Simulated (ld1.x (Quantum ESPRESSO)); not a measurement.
Values are calculated unless marked as measured or tabulated.
## Hardness and transferability of assorted potentials

Generated with ld1.x 7.5 (TM, RRKJ, ultrasoft, PAW), atompaw 4.2 or ONCVPSP 4.0.1. The cutoff is in Ry: for ld1.x and atompaw files where the sum of valence levels is converged to 10 mRy in a Bessel basis, for ONCV files where the hardest occupied wave has 1 mHa per electron of residual kinetic energy. The error is the largest all-electron minus pseudo excitation energy over each file’s own four to seven test configurations (ionisations up to +4, promotions, holes and added fractions of an electron), all of which were solved. The labels leave out finer settings (local radius, basis sizes, second energies), which also bear on the numbers. Spin-polarised tests are not counted. The rows are a selection from randomly drawn settings: files with unsolved tests, undetermined cutoffs or missed reference levels are left out.

A true bound ghost makes a file unfit for plane-wave use even where its test errors are small: the radial tests pick states by their node count and pass the ghost by.

| element | potential | cutoff (Ry) | largest error (meV) | bound ghosts |
| --- | --- | --- | --- | --- |
| S | RRKJ, BLYP, scalar-relativistic, rc 1.05/1.35 (sp), local s, core correction no, reference 3s2 3p4 | 80 | +486 | none |
| Co | PAW, PBE, scalar-relativistic, rc 2.45/1.30/1.85 (spd), local smoothed, core correction yes, reference 3p6 3d7 4s2 4p0 | 50 | -72 | none |
| Rh | TM, PBE, fully relativistic, rc 1.90/2.65/1.45 (spd), local s, core correction yes, reference 4d8 5s0.5 5p0.5 | 60 | -1812 | none |
| Pd | TM, PBE, scalar-relativistic, rc 2.65/0.95/1.95 (spd), local p, core correction yes, reference 4p6 4d9 5s0 5p0 | 140 | -40 | s |
| I | TM, PBE, scalar-relativistic, rc 1.55/1.90/1.20 (spd), local p, core correction no, reference 4d10 5s2 5p3.5 | 120 | -593 | none |
| Xe | TM, LDA (PZ), scalar-relativistic, rc 1.75/1.70/1.60 (spd), local p, core correction yes, reference 5s2 5p6 | 40 | +44 | d |

Question: Fill in the row for Hf: TM, PW91, scalar-relativistic, rc 2.95/4.00/2.40 (spd), local s, core correction yes, reference 5d2 6s1.5 6p0.

Answer: cutoff 21 Ry, largest error -291 meV, bound ghosts: none.
